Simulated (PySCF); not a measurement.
**F²⁺ (fluorine, charge +2) across methods**

[He] 2s2 2p2 3d1, one real determinant (an excited configuration). Computed with PySCF 2.14 in aug-cc-pVDZ-DK, with scalar relativity by spin-free X2C-1e. The B2PLYP total includes its PT2 part (frozen core); its orbital energies are those of the SCF part.

```tsv
method	E (hartree)	mean ε 2s β (eV)	mean ε 2p α (eV)	mean ε 3d α (eV)	Σ⟨r²⟩ (bohr²)	⟨S²⟩
UHF	-95.61198	-80.796	-73.019	-6.477	7.297	3.752
r2SCAN	-95.8193	-73.121	-61.586	-3.366	7.317	3.751
LDA	-95.1938	-72.401	-60.177	-3.036	7.318	3.750
PBE0	-95.7856	-75.135	-63.619	-4.333	7.300	3.751
TPSSh	-95.8786	-73.950	-62.050	-3.788	7.307	3.751
B2PLYP	-95.8081	-77.531	-67.142	-5.071	7.295	3.751
B3LYP	-95.8636	-74.942	-63.045	-4.136	7.297	3.751
TPSS	-95.8880	-72.998	-60.748	-3.432	7.310	3.751
PBE	-95.7836	-72.646	-60.259	-3.416	7.306	3.750
```

⟨L²⟩ = 8.00 against 12 for a pure F term, so this real determinant mixes terms. The outer electron is Rydberg-like, and this basis confines it to a smaller radius and binds it less than a complete one would.
